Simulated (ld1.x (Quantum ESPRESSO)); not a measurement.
## silver (Ag): one change to an RRKJ potential, before and after

ld1.x (Quantum ESPRESSO) 7.5 input, shortened:

```
&input
   title='Ag', zed=47., rel=1, dft='PBESOL', iswitch=3,
   config='[Kr] 4d9 5s0 5p0'
 /
 &inputp
   pseudotype=2, tm=.false., rho0=0.01, lloc=0,
   nlcc=.true., new_core_ps=.true., rcore=0.85
 /
3
4P  2  1   6.00   0.00  1.15  1.15  0.0
4D  3  2   9.00   0.00  1.55  1.55  0.0
4S  1  0   2.00   0.00  0.85  0.85  0.0
 &test
   configts(1)='4s2 4p6 4d9 5s0 5p0'
 /
```

Change: all radii but the core radius scaled by about 1.17 (s 1.00, p 1.34, d 1.80 bohr).

Cutoffs: the cutoffs (Ry, on a coarse ladder) from which the occupation-weighted sum of valence levels, in a spherical-Bessel basis at the reference potential, stays within 10 and 1 mRy of its value at 400 Ry; they do not see the model core or the augmentation charge, which bear on the density cutoff. Errors are all-electron minus pseudo energies relative to the spin-unpolarised reference configuration.

Q: What does the change do?

A: The potential gets neither clearly harder nor softer (160 Ry and 260 Ry → 140 Ry and 260 Ry); the s channel sets the loose cutoff, while the largest relative change is in p, which becomes softer; of the 7 tests that both files solve, the error grows in 4 and shrinks in 2 by more than 15 % and 0.3 meV (median size 57.8 → 56.2 meV); neither file shows a bound ghost.

| quantity | base | changed |
| --- | --- | --- |
| cutoff, loose | 160 Ry | 140 Ry |
| cutoff, tight | 260 Ry | 260 Ry |
| loose cutoff by channel (10 mRy a level) | p 90 Ry, d 50 Ry, s 140 Ry | p 55 Ry, d 45 Ry, s 140 Ry |
| bound ghosts | none | none |
| error for 4s2 4p6 4d10 5s1 5p0, meV [ΔE -29.86 eV] | +80 | +97 |
| error for 4s2 4p6 4d10 5s0 5p0, meV [ΔE -22.11 eV] | +2.5 | +2.2 |
| error for 4s2 4p6 4d8 5s0 5p0, meV [ΔE 36.18 eV] | +0.9 | +6.2 |
| error for 4s2 4p6 4d10 5s0.5 5p0, meV [ΔE -26.84 eV] | +48 | +57 |
| error for 4s2 4p5 4d10 5s1 5p0, meV [ΔE 35.33 eV] | +84 | +56 |
| error for 4s1 4p6 4d10 5s1 5p0, meV [ΔE 72.11 eV] | +58 | +31 |
| error for 4s2 4p6 4d9 5s2 5p0, meV [ΔE -25.81 eV] | +200 | +252 |
